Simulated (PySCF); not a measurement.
Gas-phase reaction: GaHCl2 + GaH3 → 2 GaH2Cl

Method: PySCF energies (xtb for GFN2) plus ideal-gas RRHO corrections (1 bar). † marks an energy on the PBE0/def2-TZVP geometry and frequencies; other levels use their own. MP2 and CCSD(T) freeze the core. All species are closed-shell singlets. B3LYP is the form with VWN-RPA correlation. Ga: all electrons, no relativistic terms. GaHCl2, GaH3, GaH2Cl: computed as isolated molecules; such fragments, hydroxides, amides, oligomers or adducts are transient or little studied in the gas. MP2 isn't extrapolated to the basis-set limit; its ΔH°(298 K) is -7.9 kJ in def2-SVP and -10.6 kJ in def2-TZVPP. CCSD(T) isn't extrapolated to the basis-set limit; its ΔH°(298 K) is -8.4 kJ in def2-SVP and -10.8 kJ in def2-TZVPP. The harmonic model lacks anharmonicity and excited electronic states, which grow with temperature; levels with a mode under 35 cm⁻¹ are left out.

```tsv
level	ΔE electronic, kJ	ΔH°(298 K), kJ	ΔS°(298 K), J/K	ΔG°(2000 K), kJ
B3LYP/def2-TZVP†	-15	-14	10	-33
CCSD(T)/def2-SVP†	-9	-8	10	-28
GFN2-xTB	-26	-26	9	-44
MP2/def2-SVP†	-9	-8	10	-27
ωB97X-V/def2-TZVP†	-13	-12	10	-31
```
ΔH° is lowest at GFN2-xTB and highest at MP2/def2-SVP†. No reference value is set beside these.
